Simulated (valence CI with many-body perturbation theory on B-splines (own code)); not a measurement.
**Ladder of approximations for Rb XXIV**

Computed by valence CI with perturbative core correlation (CI+MBPT): four valence electrons over a frozen Dirac-Fock core [Ne], radial functions for each j: 11 s, 11 p, 9 d, 7 f, 5 g, 2 h, 1 i, with the one-electron correlation potential Σ1 (screened to all orders), the two-electron term Σ2, the three-electron term Σ3, Breit, model QED; selected single and double excitations, second order for the rest (own B-spline code, finite nucleus).

No measured levels were compared; by estimate levels of excited configurations hold to 0.05 to 0.15 % of their energy, terms of the ground configuration to about 0.5 %.

Each rung adds one term. CI alone is the Dirac-Coulomb CI over the frozen core; QED comes last and gives the full result, which names the levels. Energies are above 3s²3p² ³P_0 on the same rung, in eV.

Names give the largest LS component (configuration and term), which can be under half, so a name can repeat, a term be missing and a line seem to break the LS rules; names also repeat where a configuration has a term twice. Letters in brackets count levels of one name in rising energy.

| Level | CI alone |
| --- | --- |
| 3s²3p² ³P_1 | 10.06 |
| 3s²3p² ³P_2 | 13.57 |
| 3s²3p² ¹D_2 | 26.52 |
| 3s²3p² ¹S_0 | 35.46 |
| 3s3p³ ⁵S°_2 | 62.49 |
| 3s3p³ ³D°_1 | 76.11 |
| 3s3p³ ³D°_2 | 77.71 |
| 3s3p³ ³D°_3 | 81.64 |
| 3s3p³ ³P°_0 | 89.64 |
| 3s3p³ ¹D°_2 | 90.49 |
| 3s3p³ ³P°_1 | 91.01 |
| 3s3p³ ³P°_2 | 99.13 |
| 3s²3p3d ³F°_2 | 103.97 |
| 3s3p³ ³S°_1 | 104.59 |
| 3s²3p3d ³F°_3 | 107.40 |
| 3s²3p3d ³P°_2 [a] | 115.23 |

Problem. What do these energies become with core correlation, Breit and QED?

Solution. 3s²3p² ³P_1 9.92 (-0.144); 3s²3p² ³P_2 13.35 (-0.221); 3s²3p² ¹D_2 26.16 (-0.368); 3s²3p² ¹S_0 35.06 (-0.405); 3s3p³ ⁵S°_2 62.22 (-0.273); 3s3p³ ³D°_1 75.71 (-0.403); 3s3p³ ³D°_2 77.29 (-0.426); 3s3p³ ³D°_3 81.09 (-0.545); 3s3p³ ³P°_0 89.09 (-0.547); 3s3p³ ¹D°_2 89.88 (-0.615); 3s3p³ ³P°_1 90.39 (-0.619); 3s3p³ ³P°_2 98.42 (-0.712); 3s²3p3d ³F°_2 103.16 (-0.810); 3s3p³ ³S°_1 103.39 (-1.192); 3s²3p3d ³F°_3 106.51 (-0.892); 3s²3p3d ³P°_2 [a] 113.97 (-1.263).

Problem. How does the ionisation energy move along the ladder, and which term matters most?

Solution. CI alone 1079.4, + Σ1 1080.3, + Σ2 1080.2, + Σ3 1080.0, + Breit 1079.3, + QED 1079.4 eV. The largest step is Σ1, 0.8 eV. NIST lists 1080 ± 3 eV (semi-empirical).
